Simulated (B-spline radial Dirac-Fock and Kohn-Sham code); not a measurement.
The L3 (2p3/2) hole of phosphorus ions: width and yield against charge

Model: independent-particle radiative and Coulomb Auger rates from relativistic LDA hole-state orbitals, with Dirac-Fock energies. Program: a radial finite-basis atomic code. Tabulated ground configurations, configuration averages; single configurations, so decays that open only by mixing (as 1s 2s² with 1s 2p² in Be-like ions) are missing and such tiny yields are far too low.

```tsv
ion	configuration	radiative (eV)	non-radiative (eV)	yield
P	[Ne] 3s2 3p3	7.88e-06	0.0403	0.000195
P⁺	[Ne] 3s2 3p2	8.80e-06	0.0250	0.000351
P²⁺	[Ne] 3s2 3p1	9.92e-06	0.0100	0.000988
P³⁺	[Ne] 3s2	1.12e-05	0.00194	0.00575
P⁴⁺	[Ne] 3s1	6.16e-06	0	1.00
```

Values without a named source are computed, but for edge energies of neutral atoms, which are taken from tables.
